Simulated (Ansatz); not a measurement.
The pair A = H2O (SMILES O) (first 3 atoms), B = H2S (SMILES S); geometry from B3LYP-D3(BJ)/def2-TZVP.
(charge 0, multiplicity 1):
```xyz
6

O      0.06629     0.37067    -0.00445
H      0.92963     0.60300    -0.36284
H     -0.20268    -0.42895    -0.46928
S      0.01293     0.05389     3.47088
H     -0.01120     0.22814     2.13372
H     -0.89804     1.01665     3.68250
```

Cores are frozen in the correlated methods. MP2 and its Hartree–Fock in aug-cc-pV(Q+d)Z are density fitted.

Codes used: Ansatz (a program for electronic structure). 

The counterpoise-corrected interaction energy is E(AB) − E(A in the pair's basis) − E(B in the pair's basis). Total energies (hartree):

```csv
level,AB,A in the pair's basis,B in the pair's basis
HF/aug-cc-pV(T+d)Z,-474.7775387,-76.0602425,-398.7157702
MP2/aug-cc-pV(T+d)Z,-475.2444881,-76.3292602,-398.9111008
HF/aug-cc-pV(Q+d)Z,-474.7862045,-76.0655587,-398.7191106
MP2/aug-cc-pV(Q+d)Z,-475.2840002,-76.3519075,-398.9277549
CCSD(T)/aug-cc-pV(T+d)Z,-475.2902890,-76.3426046,-398.9438040
```

Task: Work out the counterpoise-corrected interaction energy at the basis-set limit: extrapolate the MP2 correlation part as X⁻³, take Hartree–Fock from the larger set, and add the CCSD(T) − MP2 difference of aug-cc-pV(T+d)Z.

Result: 
1. Differences (1 hartree = 627.509 kcal/mol): HF/aug-cc-pV(T+d)Z -0.958; MP2/aug-cc-pV(T+d)Z -2.590; HF/aug-cc-pV(Q+d)Z -0.963; MP2/aug-cc-pV(Q+d)Z -2.722; CCSD(T)/aug-cc-pV(T+d)Z -2.435.
2. Correlation parts, MP2 less HF: -1.632 in aug-cc-pV(T+d)Z (X = 3), -1.759 in aug-cc-pV(Q+d)Z (X = 4).
3. Limit (4³·(-1.759) − 3³·(-1.632))/(4³ − 3³) = -1.851; with HF/aug-cc-pV(Q+d)Z it gives -2.814.
4. CCSD(T) less MP2 in aug-cc-pV(T+d)Z: 0.155.
Result: -2.66 kcal/mol, against -2.59 at MP2/aug-cc-pV(T+d)Z. It is an estimate of this method's limit, not of the exact value.
